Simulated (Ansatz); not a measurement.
Isomers of C$_{2}$H$_{3}$AlF$_{2}$O, relaxed with PBE0-D4/def2-TZVP in Ansatz; electronic energies, one conformer each and not always the lowest. Functionals use def2-TZVPP; CBS adds triple-zeta CCSD(T) − MP2 to the MP2 limit of def2-TZVPP and def2-QZVPP.

(1) Order them by energy at frozen-core CCSD(T)/CBS, lowest first. (Best estimate.)
A. `FC1(F)O[CH]1[AlH2]`
B. `F[CH]1O[CH2][Al]1[F]`
C. `C[C]1(F)[O][Al]1[F]`

(2) How do B3LYP, B3LYP-D4, r2SCAN-D4, PBE0-D4 place them (kcal/mol, against `C[C]1(F)[O][Al]1[F]`)? (Best estimate.)

Answers

(1) C (0.0 kcal/mol), B (22.2 kcal/mol), A (81.8 kcal/mol).

(2) The calculation gave: 
```
                isomer  B3LYP  B3LYP-D4  r2SCAN-D4  PBE0-D4
  `FC1(F)O[CH]1[AlH2]`   78.8      78.8       79.0     75.4
`F[CH]1O[CH2][Al]1[F]`   20.2      20.2       22.4     19.7
```

B3LYP here is the variant with VWN-RPA as its local correlation; programs differ in this.
